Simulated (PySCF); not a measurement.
FeSI: breathing scan

Method: UPBE0/[Fe def2-SVP, S def2-SVP, I def2-SVP with ECP28], scalar-relativistic core potentials, density fitting, no spin–orbit coupling, PySCF.

Rigid scan from the sextet minimum (Fe–I 2.499 Å, Fe–S 2.045 Å; I–Fe–S 180.0°). Coordinate: all bonds to the central atom scaled together. Energies in kJ/mol from the minimum.

```csv
scale of all bonds to the centre,E (kJ/mol),dipole size (D),⟨S²⟩
0.88,156.9,0.36,8.77
0.92,60.9,0.30,8.77
0.96,13.3,0.09,8.77
1.00,0.0,0.21,8.77
1.04,10.4,0.59,8.77
1.08,36.7,1.03,8.77
1.14,94.4,1.74,8.77
1.22,186.6,2.76,8.78
1.35,336.5,4.35,8.80
```

Open d and f shells are described by one determinant, and the ground state may have another occupation or spin. Spin–orbit coupling, left out here, can matter for elements this heavy.

Other isomers or separated fragments may lie lower.
